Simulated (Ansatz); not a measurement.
`C=C[CH2][AlH][F]` at its PBE0-D4/def2-TZVP geometry, where that method's forces vanish. Charge 0, multiplicity 1.

```xyz
11

C    -0.5298    0.3203   -1.2917
C     0.5841   -0.1679   -0.6863
C     1.1225    0.3158    0.5833
Al   -0.6802   -0.3579    1.1061
F    -0.8808   -1.9807    1.3756
H    -0.9395    1.2924   -1.0324
H    -0.9710   -0.1899   -2.1376
H     0.9522   -1.1328   -1.0322
H     2.0441   -0.1499    0.9113
H     1.1173    1.3981    0.7105
H    -1.8189    0.6525    1.4933
```

Problem. What forces (eV/Å) does B3LYP-D4/def2-TZVPP give on these atoms in the Gaussian-basis code of Ansatz? (Estimate.)

Solution. The calculation gave: 
```
C1  -0.067  0.071 -0.158
C2   0.045 -0.111 -0.189
C3   0.088  0.075  0.136
Al4 -0.143  0.158  0.216
F5  -0.019 -0.122  0.018
H6   0.027 -0.080 -0.047
H7   0.023  0.048  0.057
H8  -0.019  0.077  0.019
H9  -0.054  0.041 -0.020
H10  0.035 -0.069 -0.008
H11  0.083 -0.088 -0.024
```

B3LYP here is the variant with VWN-RPA as its local correlation; programs differ in this.
